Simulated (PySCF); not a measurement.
Isomers of C6H8O2.

All values: PBE0/def2-SVPD (PySCF) at GFN2-xTB geometries, gas phase, one conformer each. Core orbitals are frozen in the response; Δα² is half the sum of the squared differences of the principal polarisabilities.

(1) Rank by HOMO–LUMO gap, highest first.
A. `[CH3:1][CH2:2][C:3]1=[CH:4][O:5][CH:6]=[CH:7][O:8]1` with C1–C2–C3–C4 106°
B. `[CH3:1][O:2][C:3](=[O:4])[CH:5]=[C:6]1[CH2:7][CH2:8]1` with C1–O2–C3–O4 0°, O2–C3–C5–C6 180°
C. `[CH2:1]=[CH:2][O:3][C:4](=[O:5])/[CH:6]=[CH:7]/[CH3:8]` with C1–C2–O3–C4 180°, C2–O3–C4–O5 0°, O3–C4–C6–C7 180°
D. `[OH:1][CH2:2][C:3]1=[CH:4][CH2:5][CH:6]=[CH:7][O:8]1` with H–O1–C2–C3 -51°, O1–C2–C3–C4 -119°
E. `[CH2:1]=[CH:2][CH2:3][C:4](=[O:5])[O:6][CH:7]=[CH2:8]` with C1–C2–C3–C4 -124°, C2–C3–C4–O5 -12°, C3–C4–O6–C7 180°, C4–O6–C7–C8 -178°
F. `[CH2:1]=[C:2](/[CH:3]=[CH:4]/[CH3:5])[C:6](=[O:7])[OH:8]` with C1–C2–C3–C4 -175°, C1–C2–C6–O7 -150°, C2–C6–O8–H -179°

(2) Rank by mean static polarisability, lowest first.
A. `[CH2:1]=[CH:2][O:3][C:4](=[O:5])/[CH:6]=[CH:7]/[CH3:8]` with C1–C2–O3–C4 180°, C2–O3–C4–O5 0°, O3–C4–C6–C7 180°
B. `[CH2:1]=[CH:2][CH2:3][C:4](=[O:5])[O:6][CH:7]=[CH2:8]` with C1–C2–C3–C4 -124°, C2–C3–C4–O5 -12°, C3–C4–O6–C7 180°, C4–O6–C7–C8 -178°
C. `[CH3:1][CH2:2][C:3]1=[CH:4][O:5][CH:6]=[CH:7][O:8]1` with C1–C2–C3–C4 106°
D. `[CH3:1][O:2][C:3](=[O:4])[CH:5]=[C:6]1[CH2:7][CH2:8]1` with C1–O2–C3–O4 0°, O2–C3–C5–C6 180°
E. `[O:1]=[C:2]([OH:3])[C:4]1=[CH:5][CH2:6][CH2:7][CH2:8]1` with O1–C2–O3–H 0°, O1–C2–C4–C5 -179°, C4–C5–C6–C7 13°, C5–C6–C7–C8 -20°, C6–C7–C8–C4 20°, C2–C4–C8–C7 168° (1-cyclopentenecarboxylic acid)
F. `[CH2:1]=[C:2](/[CH:3]=[CH:4]/[CH3:5])[C:6](=[O:7])[OH:8]` with C1–C2–C3–C4 -175°, C1–C2–C6–O7 -150°, C2–C6–O8–H -179°

(3) Rank by polarisability anisotropy Δα, highest first.
A. `[CH3:1][O:2]/[CH:3]=[C:4]1[CH:5]=[C:6]/1[O:7][CH3:8]` with C1–O2–C3–C4 0°, C5–C6–O7–C8 1°
B. `[CH3:1][O:2][C:3](=[O:4])[CH:5]=[C:6]1[CH2:7][CH2:8]1` with C1–O2–C3–O4 0°, O2–C3–C5–C6 180°
C. `[CH2:1]=[CH:2][O:3][C:4](=[O:5])/[CH:6]=[CH:7]/[CH3:8]` with C1–C2–O3–C4 180°, C2–O3–C4–O5 0°, O3–C4–C6–C7 180°
D. `[O:1]=[C:2]([OH:3])[C:4]1=[CH:5][CH2:6][CH2:7][CH2:8]1` with O1–C2–O3–H 0°, O1–C2–C4–C5 -179°, C4–C5–C6–C7 13°, C5–C6–C7–C8 -20°, C6–C7–C8–C4 20°, C2–C4–C8–C7 168° (1-cyclopentenecarboxylic acid)
E. `[OH:1][CH2:2][C:3]1=[CH:4][CH2:5][CH:6]=[CH:7][O:8]1` with H–O1–C2–C3 -51°, O1–C2–C3–C4 -119°
F. `[CH2:1]=[C:2](/[CH:3]=[CH:4]/[CH3:5])[C:6](=[O:7])[OH:8]` with C1–C2–C3–C4 -175°, C1–C2–C6–O7 -150°, C2–C6–O8–H -179°

Answers

(1) E (6.97 eV), B (6.66 eV), D (6.24 eV), C (5.81 eV), A (5.47 eV), F (5.34 eV).

(2) C (11.09 Å³), E (11.32 Å³), D (11.94 Å³), B (12.17 Å³), F (12.61 Å³), A (12.99 Å³).

(3) C (11.20 Å³), F (8.46 Å³), B (7.90 Å³), A (6.46 Å³), D (5.62 Å³), E (4.97 Å³).

All values together:

```csv
SMILES,μ (D),HOMO (eV),LUMO (eV),α (Å³),Δα (Å³)
OCC1=CCC=CO1,2.11,-6.33,-0.09,11.26,4.97
C=CCC(=O)OC=C,1.76,-7.52,-0.55,12.17,7.64
O=C(O)C1=CCCC1,2.50,-7.46,-1.28,11.32,5.62
CCC1=COC=CO1,0.60,-5.51,-0.04,11.09,4.40
CO/C=C1C=C/1OC,4.44,-5.05,0.33,12.04,6.46
C=COC(=O)/C=C/C,2.29,-7.34,-1.52,12.99,11.20
C=C(/C=C/C)C(=O)O,1.33,-6.79,-1.46,12.61,8.46
COC(=O)C=C1CC1,1.47,-7.87,-1.21,11.94,7.90
O=C1C=C[C@H](O)CC1,3.73,-7.29,-1.71,11.29,5.51
```

Conformers: `[OH:1][CH2:2][C:3]1=[CH:4][CH2:5][CH:6]=[CH:7][O:8]1` with H–O1–C2–C3 -51°, O1–C2–C3–C4 -119°; `[CH2:1]=[CH:2][CH2:3][C:4](=[O:5])[O:6][CH:7]=[CH2:8]` with C1–C2–C3–C4 -124°, C2–C3–C4–O5 -12°, C3–C4–O6–C7 180°, C4–O6–C7–C8 -178°; `[O:1]=[C:2]([OH:3])[C:4]1=[CH:5][CH2:6][CH2:7][CH2:8]1` with O1–C2–O3–H 0°, O1–C2–C4–C5 -179°, C4–C5–C6–C7 13°, C5–C6–C7–C8 -20°, C6–C7–C8–C4 20°, C2–C4–C8–C7 168°; `[CH3:1][CH2:2][C:3]1=[CH:4][O:5][CH:6]=[CH:7][O:8]1` with C1–C2–C3–C4 106°; `[CH3:1][O:2]/[CH:3]=[C:4]1[CH:5]=[C:6]/1[O:7][CH3:8]` with C1–O2–C3–C4 0°, C5–C6–O7–C8 1°; `[CH2:1]=[CH:2][O:3][C:4](=[O:5])/[CH:6]=[CH:7]/[CH3:8]` with C1–C2–O3–C4 180°, C2–O3–C4–O5 0°, O3–C4–C6–C7 180°; `[CH2:1]=[C:2](/[CH:3]=[CH:4]/[CH3:5])[C:6](=[O:7])[OH:8]` with C1–C2–C3–C4 -175°, C1–C2–C6–O7 -150°, C2–C6–O8–H -179°; `[CH3:1][O:2][C:3](=[O:4])[CH:5]=[C:6]1[CH2:7][CH2:8]1` with C1–O2–C3–O4 0°, O2–C3–C5–C6 180°; `[O:1]=[C:2]1[CH:3]=[CH:4][C@H:5]([OH:6])[CH2:7][CH2:8]1` with C4–C5–O6–H -178°, O1–C2–C3–C4 179°, C3–C4–C5–O6 151°, C4–C5–C7–C8 -54°, C5–C7–C8–C2 57°.
